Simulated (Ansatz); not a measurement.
Coupled-cluster run, `FC(F)C(F)(F)C(F)C(F)(F)F`.

```yaml
crystal:
  periodic: [false, false, false]
  atoms:
    - {symbol: F, position_ang: [-0.302017, -0.235305, 2.197238]}
    - {symbol: C, position_ang: [0.102759, 0.820832, 1.459855]}
    - {symbol: F, position_ang: [-0.246333, 1.947254, 2.096933]}
    - {symbol: C, position_ang: [-0.617961, 0.784032, 0.102659]}
    - {symbol: F, position_ang: [-0.113375, 1.774223, -0.656743]}
    - {symbol: F, position_ang: [-1.923533, 1.040375, 0.306681]}
    - {symbol: C, position_ang: [-0.546803, -0.555341, -0.641679]}
    - {symbol: F, position_ang: [-1.263869, -0.433646, -1.790960]}
    - {symbol: C, position_ang: [0.854968, -1.036485, -1.018067]}
    - {symbol: F, position_ang: [1.497341, -0.180632, -1.801017]}
    - {symbol: F, position_ang: [0.768301, -2.199657, -1.654428]}
    - {symbol: F, position_ang: [1.588276, -1.224322, 0.087401]}
    - {symbol: H, position_ang: [1.188722, 0.792355, 1.348020]}
    - {symbol: H, position_ang: [-0.999176, -1.322784, -0.007193]}
basis:
  gaussian: {orbitals: def2-TZVPP}
correlation: {method: ccsd_t}
output: {orbitals: {seedname: orbitals}}
```

```sh
$ ansatz run in.yaml --threads 4 --pin off --events-out ev --progress --plain --max-ram 46080MiB --backend cuda --devices 0, --max-vram 37GiB
```

Output of Ansatz, abridged:

```
Functional definition: HF
2644 factors; integrals over basis functions are off by at most 1.0e-3 eV
mean field evaluation 1: about -25803.5591 eV, gradient 6.4e1 eV
mean field evaluation 2: about -25804.0238 eV, gradient 6.5e1 eV
mean field evaluation 4: about -25811.4813 eV, gradient 5.8e0 eV
mean field evaluation 8: about -25811.5888 eV, gradient 4.1e-1 eV
mean field -25811.58935853 eV, -948.5584132022 hartree, gradient 7.2e-6 eV, S^2 0.000000; 0 other end points of the search recorded, 0 dependent functions left out
12 core orbitals not correlated: weight in the atoms' cores, before any rotation towards them, 1.000 or more for the frozen orbitals, at most 0.000 for the correlated occupied ones
reference -25811.58935853 eV, -948.5584132022 hartree; 37, 37 occupied and 351, 351 virtual orbitals, 2644 factors
second order -71.02446950 eV of doubles, -0.00000000 eV of singles
cycle   1  -69.84583174 eV  change     1.2e0 eV  update   1.7e-1
cycle   2  -71.24559261 eV  change    -1.4e0 eV  update   4.8e-2
cycle   3  -71.56061728 eV  change   -3.2e-1 eV  update   2.2e-2
cycle   4  -71.52054369 eV  change    4.0e-2 eV  update   4.6e-3
cycle   5  -71.51424253 eV  change    6.3e-3 eV  update   2.0e-3
cycle   6  -71.51733865 eV  change   -3.1e-3 eV  update   6.6e-4
cycle   7  -71.51729348 eV  change    4.5e-5 eV  update   2.4e-4
cycle   8  -71.51696752 eV  change    3.3e-4 eV  update   7.0e-5
cycle   9  -71.51696312 eV  change    4.4e-6 eV  update   2.2e-5
perturbative correction -2.36716708 eV, -0.0869917855 hartree
Total energy: -25885.47348872 eV, -951.2736049065 hartree
```

Hardware: 4 threads of an AMD EPYC 7R13 on a shared host and a share of an NVIDIA H100 80 GB. Wall time 41 s, peak host memory 0.92 GiB.

The correlation energy is -73.884 eV, 3.2 % of it from (T); the T1 diagnostic reads 0.0121.
